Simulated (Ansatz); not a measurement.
Breaking a bond: SiH (cation, charge +1), singlet.

- RKS-PBE = restricted PBE/cc-pVQZ (Ansatz, an electronic-structure program)
- UKS-PBE = unrestricted PBE/cc-pVQZ in Ansatz
- UKS-B3LYP = unrestricted B3LYP/cc-pVQZ (Ansatz)
- FCI = full CI/cc-pVQZ, frozen core (Ansatz)

Energies relative to the lowest point of each curve near equilibrium, in kcal/mol; the last columns give the error against full CI:

```
R / Å  RKS-PBE  UKS-PBE  UKS-B3LYP   FCI  RKS-PBE − FCI  UKS-PBE − FCI  UKS-B3LYP − FCI
-----  -------  -------  ---------  ----  -------------  -------------  ---------------
1.24      23.3     23.3       21.5  21.0            2.3            2.3              0.5
1.31      12.0     12.0       10.6  10.2            1.8            1.8              0.4
1.38       5.0      5.0        4.1   3.8            1.2            1.2              0.3
1.43       2.1      2.1        1.5   1.3            0.8            0.8              0.2
1.46       1.0      1.0        0.6   0.4            0.5            0.5              0.1
1.52       0.0      0.0        0.0   0.0            0.0            0.0              0.0
1.57       0.2      0.2        0.5   0.7           -0.4           -0.4             -0.1
1.62       1.2      1.2        1.8   2.0           -0.9           -0.9             -0.2
1.63       1.4      1.4        2.1   2.4           -1.0           -1.0             -0.3
1.79       8.1      8.1        9.7  10.3           -2.2           -2.2             -0.5
1.88      13.2     13.2       15.3  15.9           -2.7           -2.7             -0.6
2.03      22.6     22.6       25.5  25.9           -3.3           -3.3             -0.4
2.28      38.9     38.9       42.9  41.9           -3.0           -3.0              1.0
2.56      55.4     55.4       58.9  56.2           -0.8           -0.8              2.7
2.74      64.6     62.4       65.1  62.9            1.7           -0.6              2.2
3.06      78.0     68.4       71.2  70.8            7.2           -2.3              0.4
3.27      84.8     70.1       73.2  73.7           11.1           -3.6             -0.5
3.76      95.7     72.0       75.5  76.9           18.8           -4.9             -1.4
4.15     100.7     72.9       76.3  77.8           23.0           -4.8             -1.5
4.54     103.6     73.4       76.7  78.1           25.5           -4.7             -1.3
5.41     106.0     73.5       77.1  78.3           27.7           -4.8             -1.2
6.03     106.1     73.2       77.2  78.3           27.8           -5.2             -1.1
```

RKS-PBE is furthest from FCI at 6.03 (27.8 kcal/mol, above); its mean absolute error over the points is 7.4 kcal/mol.

UKS-PBE is furthest from FCI at 6.03 (-5.2 kcal/mol, below); its mean absolute error over the points is 2.4 kcal/mol.

UKS-B3LYP is furthest from FCI at 2.56 (2.7 kcal/mol, above); its mean absolute error over the points is 0.8 kcal/mol.

The restricted form behind RKS-PBE keeps the bonding electrons paired and can't separate into open-shell fragments. The unrestricted determinant behind UKS-PBE, UKS-B3LYP is spin-contaminated at 2.56 to 6.03 Å (<S²> up to 1.0, against 0.00 for a pure singlet).
